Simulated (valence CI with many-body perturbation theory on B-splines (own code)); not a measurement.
## In XVI: electric-dipole lines

Computed by relativistic CI+MBPT: six valence electrons over a frozen Dirac-Fock core [Ar] 3d10, radial functions for each j: 9 s, 9 p, 8 d, 6 f, 3 g, 1 h, with the one-electron correlation potential Σ1, the two-electron term Σ2, the three-electron term Σ3, Breit, model QED; selected CI, second order for the rest, scaled by the run's own slope (own B-spline code, finite nucleus).

No measured levels were compared; by estimate levels hold to about 250 cm⁻¹ or 0.2 % of their energy and the worst to 1 %, as in measured heavy ions of charge 2 to 7; those with d or f electrons hold less well. Among the levels kept, up to 1200 cm⁻¹ of a level comes from second order outside the variational space, and about a tenth of that is noise between levels of different J, which matters for small intervals.

Lines 51 to 85 of 85 in falling wavelength, among levels below 725890 cm⁻¹, chosen from the strongest by gf and those to the six lowest levels. Wavelengths and rates use the calculated energies, so an error of 1000 cm⁻¹ moves a line at 17.15 nm by 0.17 % and its rate by three times that or more. Electric multipoles are in the length gauge, E1 and E2 with the static RPA response of the core. Weak lines are less certain than strong ones. Lines between different terms over intervals too small for the method are left out, as are lines whose strength nearly cancels. The highest levels of a list are the least certain.

Names give the largest LS component (configuration and term), which can be under half, so a name can repeat, a term be missing and a line seem to break the LS rules; names also repeat where a configuration has a term twice. Letters in brackets count levels of one name in rising energy.

```csv
λ vac (nm),Upper,Lower,A (s⁻¹),S (a.u.) with core polarisation,S without
17.15,4s2 4p3 4d 3F°_2 [b],4s2 4p4 1D_2,1.85e+09,2.31e-02,2.45e-02
17.11,4s2 4p3 4d 3F°_3 [b],4s2 4p4 1D_2,6.07e+09,1.05e-01,1.12e-01
17.09,4s2 4p3 4d 3D°_1 [a],4s2 4p4 3P_2,1.91e+09,1.41e-02,1.52e-02
17.09,4s2 4p3 4d 3P°_0,4s2 4p4 3P_1,1.50e+10,3.70e-02,3.97e-02
17.09,4s2 4p3 4d 3D°_1 [b],4s2 4p4 3P_0,1.87e+10,1.38e-01,1.48e-01
17.03,4s2 4p3 4d 3F°_2 [a],4s2 4p4 3P_2,2.17e+09,2.64e-02,2.84e-02
16.87,4s2 4p3 4d 3D°_3 [b],4s2 4p4 1D_2,8.75e+09,1.45e-01,1.55e-01
16.81,4s2 4p3 4d 3D°_2,4s2 4p4 3P_1,2.18e+09,2.56e-02,2.75e-02
16.81,4s2 4p3 4d 3F°_3 [a],4s2 4p4 3P_2,3.16e+09,5.19e-02,5.54e-02
16.67,4s2 4p3 4d 3P°_2 [a],4s2 4p4 1D_2,2.51e+10,2.87e-01,3.08e-01
16.66,4s2 4p3 4d 3D°_3 [a],4s2 4p4 3P_2,3.64e+09,5.83e-02,6.24e-02
16.61,4s2 4p3 4d 3P°_1 [b],4s2 4p4 1D_2,1.46e+10,9.88e-02,1.07e-01
16.58,4s2 4p3 4d 3F°_2 [b],4s2 4p4 3P_1,2.29e+10,2.57e-01,2.76e-01
16.28,4s2 4p3 4d 3S°_1,4s2 4p4 1D_2,1.18e+11,7.57e-01,8.16e-01
16.26,4s2 4p3 4d 3P°_1 [a],4s2 4p4 3P_0,1.13e+08,7.19e-04,7.43e-04
16.25,4s2 4p3 4d 3D°_1 [b],4s2 4p4 3P_2,1.74e+09,1.10e-02,1.19e-02
16.13,4s2 4p3 4d 3P°_2 [a],4s2 4p4 3P_1,4.31e+09,4.47e-02,4.85e-02
16.12,4s2 4p3 4d 3D°_3 [c],4s2 4p4 1D_2,1.17e+09,1.70e-02,1.81e-02
16.08,4s2 4p3 4d 3P°_1 [b],4s2 4p4 3P_1,2.12e+10,1.31e-01,1.40e-01
15.92,4s2 4p3 4d 3P°_2 [b],4s2 4p4 1D_2,6.86e+08,6.83e-03,7.37e-03
15.77,4s2 4p3 4d 3S°_1,4s2 4p4 3P_1,2.10e+10,1.22e-01,1.31e-01
15.73,4s2 4p3 4d 1D°_2,4s2 4p4 3P_2,8.17e+09,7.84e-02,8.44e-02
15.50,4s2 4p3 4d 3P°_1 [a],4s2 4p4 3P_2,3.63e+10,2.00e-01,2.16e-01
15.43,4s2 4p3 4d 3P°_2 [b],4s2 4p4 3P_1,8.52e+08,7.73e-03,8.26e-03
15.25,4s2 4p3 4d 3P°_1 [b],4s2 4p4 3P_0,3.05e+10,1.60e-01,1.73e-01
15.18,4s2 4p3 4d 3D°_2,4s2 4p4 3P_2,2.28e+09,1.97e-02,2.11e-02
14.99,4s2 4p3 4d 3F°_2 [b],4s2 4p4 3P_2,4.72e+10,3.92e-01,4.22e-01
14.98,4s2 4p3 4d 3S°_1,4s2 4p4 3P_0,2.40e+10,1.19e-01,1.28e-01
14.96,4s2 4p3 4d 3F°_3 [b],4s2 4p4 3P_2,7.09e+09,8.20e-02,8.80e-02
14.78,4s2 4p3 4d 3D°_3 [b],4s2 4p4 3P_2,2.81e+10,3.13e-01,3.36e-01
14.62,4s2 4p3 4d 3P°_2 [a],4s2 4p4 3P_2,2.00e+11,1.54e+00,1.66e+00
14.58,4s2 4p3 4d 3P°_1 [b],4s2 4p4 3P_2,1.81e+11,8.29e-01,8.94e-01
14.33,4s2 4p3 4d 3S°_1,4s2 4p4 3P_2,5.93e+10,2.58e-01,2.78e-01
14.20,4s2 4p3 4d 3D°_3 [c],4s2 4p4 3P_2,3.36e+11,3.32e+00,3.56e+00
14.04,4s2 4p3 4d 3P°_2 [b],4s2 4p4 3P_2,3.36e+10,2.30e-01,2.47e-01
```
